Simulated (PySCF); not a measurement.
SrCl, SMILES [Cl][Sr+], charge +1.

Geometry optimised at r2SCAN-D4/def2-TZVPD. The multiplicity is an assumed one; other spin states were not compared. The def2 effective core potentials stand for the cores of Sr; spin–orbit coupling is left out.

Computed with TDDFT-PBE/def2-TZVPD (PySCF).

Vertical excitations; the highest root listed may be one member of a degenerate set. The molecule is in vacuum. State labels are in the subgroup C2v.

Task: Give excitation energies, oscillator strengths and character. (Estimate from the structure and the level; the computed values follow.)

Result: 
```
state  symmetry  energy (eV)  λ (nm)      f                                                  main pairs
-----  --------  -----------  ------  -----  ----------------------------------------------------------
S1           B1         3.69     336  0.005                                HOMO−1→LUMO (degenerate set)
S2           B2         3.69     336  0.005                                  HOMO→LUMO (degenerate set)
S3           A1         4.22     293  0.027                                            HOMO−2→LUMO 99 %
S4           B2         4.90     253  0.000                 HOMO→LUMO+2, HOMO−1→LUMO+1 (degenerate set)
S5           B1         4.90     253  0.000                 HOMO−1→LUMO+2, HOMO→LUMO+1 (degenerate set)
S6           B2         4.97     249  0.006                 HOMO−1→LUMO+1, HOMO→LUMO+2 (degenerate set)
S7           B1         4.97     249  0.006                 HOMO→LUMO+1, HOMO−1→LUMO+2 (degenerate set)
S8           A2         5.27     235  0.000                        HOMO−1→LUMO+4 50 %, HOMO→LUMO+3 50 %
S9           A2         5.29     235  0.000  HOMO→LUMO+3, HOMO−1→LUMO+4, HOMO−2→LUMO+1 (degenerate set)
S10          A1         5.29     235  0.000  HOMO→LUMO+4, HOMO−1→LUMO+3, HOMO−2→LUMO+2 (degenerate set)
T1           B1         3.64     340      0                                HOMO−1→LUMO (degenerate set)
T2           B2         3.64     340      0                                  HOMO→LUMO (degenerate set)
T3           A1         4.05     306      0                                            HOMO−2→LUMO 99 %
T4           B2         4.88     254      0                        HOMO→LUMO+2 50 %, HOMO−1→LUMO+1 50 %
```
Triplets are in the Tamm–Dancoff approximation, which puts them higher than full response would, so one can lie above its singlet here.
